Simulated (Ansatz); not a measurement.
The cluster Ga₃⁻. Total charge -1; triplet. Geometry PBE-D4/def2-TZVPD; atoms count from 1.

Cartesian coordinates in Å:
```
Ga -0.6901 0.7232 1.1834
Ga 0.0232 0.4428 -1.4846
Ga 0.6669 -1.1660 0.3012
```

At PBE0-D4/def2-TZVPD a broken-symmetry singlet of charge -1 lies 0.15 eV below the triplet, each at its own geometry. The structure comes from a short search, and lower isomers may exist.

Estimate the Mulliken populations from the PBE0/def2-TZVPD orbitals of Ansatz.


| atom | charge (e) | spin (α − β) |
| --- | --- | --- |
| Ga1 | -0.31 | 0.60 |
| Ga2 | -0.31 | 0.60 |
| Ga3 | -0.39 | 0.80 |
Mulliken values and Mayer orders depend strongly on the basis. With diffuse functions, as here, like atoms can get unlike values, and bond orders can come out too low or too high.

Where does the spin sit?

Summed by element: Ga 2.00, of 2 unpaired in all. Largest on single atoms: Ga3 0.80, Ga1 0.60, Ga2 0.60.

And the Mayer bond orders between bonded heavy atoms (over 0.3)?

Ga1–Ga2 0.92 (2.78 Å); Ga1–Ga3 1.20 (2.49 Å); Ga2–Ga3 1.20 (2.49 Å).
